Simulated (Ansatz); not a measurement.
A run for Ansatz (a program for electronic structure): R-PBE/def2-TZVPP on HIZn (SMILES [ZnH][I]), a point of a bond scan (R = 1.531 Å). Elements past Kr take the def2 small-core potentials; no spin–orbit coupling.

Ansatz 0.2 input:
```yaml
crystal:
  periodic: [false, false, false]
  atoms:
    - {symbol: Zn, position_ang: [-0.00000000, -0.00000000, -1.52518202]}
    - {symbol: H, position_ang: [0.00000000, 0.00000000, -3.05594935]}
    - {symbol: I, position_ang: [0.00000000, 0.00000000, 0.92097000]}
basis:
  gaussian:
    orbitals: def2-TZVPP
    pivot_positions_ang: [[-0.00000000, -0.00000000, -1.52518202], [0.00000000, 0.00000000, -3.05594935], [0.00000000, 0.00000000, 0.92097000]]
hamiltonian:
  xc: {name: PBE}
scf: {lower_state_search: off}
output: {orbitals: {seedname: ./end}}
```

Program output:

```
WARN ansatz: RAYON_NUM_THREADS=1 ignored (pool sized by the plan → 1); use --threads N
Functional definition: PBE
these checks for a lower state are left out or cut short: stability, starts, cluster_reference, orbital_swaps, neighbouring_geometries, increment
integrals: 0.05 GiB planned
925 factors; their error is unknown
mean field: 0.35 GiB planned
mean field evaluation 1: about -56527.4892 eV, gradient 5.7e1 eV
mean field evaluation 2: about -56516.0459 eV, gradient 1.4e2 eV
mean field evaluation 4: about -56530.7181 eV, gradient 5.2e0 eV
mean field evaluation 8: about -56530.7731 eV, gradient 1.0e-1 eV
mean field evaluation 16: about -56530.7731 eV, gradient 6.0e-6 eV
mean field -56530.77309342 eV, -2077.4675932491 hartree, gradient 6.0e-6 eV, S^2 0.000000; 0 other end points of the search recorded, 0 dependent functions left out
reference -56530.77312817 eV, -2077.4675945258 hartree; 28, 28 occupied and 100, 100 virtual orbitals, 925 factors
Total energy: -56530.77312817 eV, -2077.4675945258 hartree
Checks for a lower state left out: stability, starts, cluster_reference, orbital_swaps, neighbouring_geometries, increment
```

The run converged.

Cost: around 1.9 core-seconds (rough).
